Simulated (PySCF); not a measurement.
GeHI3, SMILES [I][GeH]([I])[I].

Geometry optimised at B3LYP-D3(BJ)/def2-SVP. The def2 effective core potentials stand for the cores of I; spin–orbit coupling is left out.

Method: PySCF 2.14.0 with TDA-ωB97X/def2-SVPD.

Vertical excitations; the highest root listed may be one member of a degenerate set. Isolated molecule, no solvent. State labels are in the subgroup Cs.

```
state  symmetry  energy (eV)  λ (nm)      f                                 main pairs
-----  --------  -----------  ------  -----  -----------------------------------------
S1           A"         4.07     304  0.000                             HOMO→LUMO 92 %
S2           A"         4.37     284  0.032               HOMO−1→LUMO (degenerate set)
S3           A'         4.37     284  0.032               HOMO−2→LUMO (degenerate set)
S4           A'         4.50     275  0.007                           HOMO−3→LUMO 89 %
S5           A'         4.68     265  0.019               HOMO−5→LUMO (degenerate set)
S6           A"         4.68     265  0.019               HOMO−4→LUMO (degenerate set)
S7           A"         6.19     200  0.006  HOMO→LUMO+2, HOMO−7→LUMO (degenerate set)
S8           A'         6.19     200  0.006  HOMO→LUMO+1, HOMO−6→LUMO (degenerate set)
S9           A'         6.39     194  0.009     HOMO−1→LUMO+1 41 %, HOMO−2→LUMO+2 41 %
S10          A"         6.45     192  0.000     HOMO−1→LUMO+2 44 %, HOMO−2→LUMO+1 43 %
T1           A"         3.65     339      0                             HOMO→LUMO 88 %
T2           A"         3.81     325      0               HOMO−1→LUMO (degenerate set)
T3           A'         3.81     325      0               HOMO−2→LUMO (degenerate set)
T4           A'         4.01     309      0                           HOMO−3→LUMO 85 %
```
Triplets are in the Tamm–Dancoff approximation.
